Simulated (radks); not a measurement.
Question: The mean radii <r> (bohr) of the occupied orbitals of an atom or ion are listed with their occupations. Method: Dirac Kohn-Sham, PBEsol, spin-unpolarised, spherical densities, finite nucleus; Fermi nuclear charge, rms radius of each element as measured or else 0.836 A^(1/3) + 0.57 fm; computed with a radial shooting solver on a logarithmic mesh with Libxc functionals.

| orbital | occ. | <r> |
|---|---|---|
| 1s1/2 | 2 | 0.05622 |
| 2s1/2 | 2 | 0.2555 |
| 2p1/2 | 2 | 0.2229 |
| 2p3/2 | 4 | 0.2260 |
| 3s1/2 | 2 | 0.7786 |
| 3p1/2 | 2 | 0.8175 |
| 3p3/2 | 4 | 0.8277 |
| 3d3/2 | 3.2 | 1.133 |
| 3d5/2 | 4.8 | 1.141 |
| 7p1/2 | 0.333333 | 32.60 |
| 7p3/2 | 0.666667 | 32.48 |

Name the element and its charge. Open shells, if any, are shared by 2j + 1.

Answer: Z = 27, cobalt, charge 0: Co in [Ar] 3d8 7p1. The 1s radius gives Z: for a bare nucleus <r> = (2 gamma + 1)/(2Z) with gamma = sqrt(1 - (Z/c)^2), 0.05483 bohr for Z = 27, and screening makes it slightly larger (0.05622 here). The occupations add up to 27, and the charge is Z minus that.
